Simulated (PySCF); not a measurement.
Molfile (atoms numbered from 1):
```
C5H9ClOSi2
     RDKit          3D

 18 18  0  0  0  0  0  0  0  0999 V2000
    3.4244    0.3124   -0.0116 Si  0  0  0  0  0  4  0  0  0  0  0  0
    1.5539    0.4459    0.3329 C   0  0  0  0  0  0  0  0  0  0  0  0
    0.9476   -0.4433   -0.5927 O   0  0  0  0  0  0  0  0  0  0  0  0
   -0.6293   -0.7699   -0.7910 Si  0  0  0  0  0  4  0  0  0  0  0  0
   -0.5860   -2.1090   -2.2845 Cl  0  0  0  0  0  0  0  0  0  0  0  0
   -1.6152   -1.2636    0.7504 C   0  0  0  0  0  0  0  0  0  0  0  0
   -2.6040   -0.3841    0.9393 C   0  0  0  0  0  0  0  0  0  0  0  0
   -2.7053    0.7003   -0.0350 C   0  0  0  0  0  0  0  0  0  0  0  0
   -1.7993    0.7039   -1.0179 C   0  0  0  0  0  0  0  0  0  0  0  0
    3.8263   -1.0755    0.2062 H   0  0  0  0  0  0  0  0  0  0  0  0
    3.6590    0.7116   -1.3975 H   0  0  0  0  0  0  0  0  0  0  0  0
    4.1227    1.2097    0.9129 H   0  0  0  0  0  0  0  0  0  0  0  0
    1.1592    1.4533    0.1783 H   0  0  0  0  0  0  0  0  0  0  0  0
    1.2821    0.1509    1.3496 H   0  0  0  0  0  0  0  0  0  0  0  0
   -1.4569   -2.1004    1.4097 H   0  0  0  0  0  0  0  0  0  0  0  0
   -3.3122   -0.4317    1.7539 H   0  0  0  0  0  0  0  0  0  0  0  0
   -3.4867    1.4385    0.0732 H   0  0  0  0  0  0  0  0  0  0  0  0
   -1.7891    1.4572   -1.7878 H   0  0  0  0  0  0  0  0  0  0  0  0
  1  2  1  0
  2  3  1  0
  3  4  1  0
  4  5  1  0
  4  6  1  0
  6  7  2  0
  7  8  1  0
  8  9  2  0
  9  4  1  0
  1 10  1  0
  1 11  1  0
  1 12  1  0
  2 13  1  0
  2 14  1  0
  6 15  1  0
  7 16  1  0
  8 17  1  0
  9 18  1  0
M  END
```

Method: coordinates at the GFN2-xTB level, PBE0/pcSseg-1 with gauge-including orbitals, in PySCF 2.14.0 with density-fitted response routines (no relativistic terms, one computed conformer, equivalent nuclei averaged, isolated molecule).

Shifts are taken against calculated references (same method and geometry level): 13C, 1H, 29Si vs TMS; 17O vs H2O; 35Cl against HCl.

| atoms | nucleus | count | δ (ppm) |
| --- | --- | --- | --- |
| Si1 | 29Si | 1 | -71.5 |
| H13/H14 | 1H | 2 | 3.91 |
| O3 | 17O | 1 | ? |
| Si4 | 29Si | 1 | -0.6 |
| Cl5 | 35Cl | 1 | -14 |
| H16/H17 | 1H | 2 | 7.13 |
| C6/C9 | 13C | 2 | 131.7 |
| H10/H11/H12 | 1H | 3 | 4.00 |
| C2 | 13C | 1 | ? |
| H15/H18 | 1H | 2 | ? |
| C7/C8 | 13C | 2 | 155.6 |

Question: Fill in the missing shifts.

Answer: 
- C2: 53.1 ppm, sp3 CH2 bonded to O and Si; the inductive effect lowers its shielding
- H15/H18: 5.63 ppm, hydrogen on an alkene CH; attached to an sp2 carbon and in the plane of the double bond
- O3: 20.2 ppm, oxygen bonded to C, Si

Shifts are as computed. Against solution values, carbons near 30 ppm lie about +3 ppm off and those near 130 ppm about +5 ppm. Of 1211 compounds with measured shifts, 218 miss one by over three times the rms of a fit or turn the order of signals round; such compounds aren't used in these exercises. Experimental scales use liquid or dissolved standards, which lie at an offset from isolated H2O (liquid H2O: subtract about 36 ppm).
